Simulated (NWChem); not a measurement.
# SiH2Br2; SMILES Br[SiH2]Br

All runs: NWChem. Geometry: optimised at PBE0/def2-SVP. Total energies compare along this basis series because the functional is fixed.

| level | basis functions | energy (Ha) | highest occupied level (eV) | orbital gap (eV) | dipole (D) |
|---|---|---|---|---|---|
| TPSS/pcseg-1 | 82 | -5438.3301 | -7.53 | 6.20 | 1.24 |
| TPSS/aug-pcseg-1 | 117 | -5438.3363 | -7.57 | 5.96 | 1.09 |
| TPSS/pcseg-2 | 148 | -5439.0410 | -7.54 | 6.12 | 1.12 |
| TPSS/STO-3G | 47 | -5379.2875 | -4.26 | 6.73 | 1.75 |
| TPSS/def2-SVP | 92 | -5438.2257 | -7.40 | 6.23 | 1.12 |
